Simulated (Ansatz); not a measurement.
C3HF5, SMILES `F/C=C(\F)C(F)(F)F`. The species carries charge 0 and has multiplicity 1. The geometry is a stationary point of PBE0-D4/def2-TZVP.

```xyz
9

F    -0.268   -0.737    2.455
C     0.108   -0.704    1.189
C    -0.293    0.256    0.373
F    -1.090    1.241    0.762
C     0.103    0.341   -1.068
F     0.902   -0.674   -1.404
F    -0.969    0.307   -1.863
F     0.749    1.480   -1.323
H     0.758   -1.510    0.878
```

What is the dipole moment at r2SCAN/def2-TZVPP? (An estimate is asked.)

Computed: 1.48 D, with components (0.71, -1.23, 0.42) D in this frame, pointing from negative to positive charge.

And with PBE, B3LYP, ωB97M-V? (Estimate.)

The calculation gave: PBE 1.41 D, B3LYP 1.56 D, ωB97M-V 1.57 D.

Give the Mulliken charges with r2SCAN, ωB97M-V, B3LYP in def2-TZVPP. (Best estimate.)

The calculation gave: 
```json
{"atom": "F1", "r2SCAN": "-0.17", "ωB97M-V": "-0.16", "B3LYP": "-0.17"}
{"atom": "C2", "r2SCAN": "0.10", "ωB97M-V": "0.08", "B3LYP": "0.07"}
{"atom": "C3", "r2SCAN": "0.12", "ωB97M-V": "0.12", "B3LYP": "0.13"}
{"atom": "F4", "r2SCAN": "-0.17", "ωB97M-V": "-0.17", "B3LYP": "-0.17"}
{"atom": "C5", "r2SCAN": "0.49", "ωB97M-V": "0.47", "B3LYP": "0.50"}
{"atom": "F6", "r2SCAN": "-0.17", "ωB97M-V": "-0.16", "B3LYP": "-0.17"}
{"atom": "F7", "r2SCAN": "-0.16", "ωB97M-V": "-0.15", "B3LYP": "-0.16"}
{"atom": "F8", "r2SCAN": "-0.16", "ωB97M-V": "-0.15", "B3LYP": "-0.16"}
{"atom": "H9", "r2SCAN": "0.12", "ωB97M-V": "0.13", "B3LYP": "0.14"}
```

B3LYP here is the variant with VWN-RPA as its local correlation; programs differ in this.
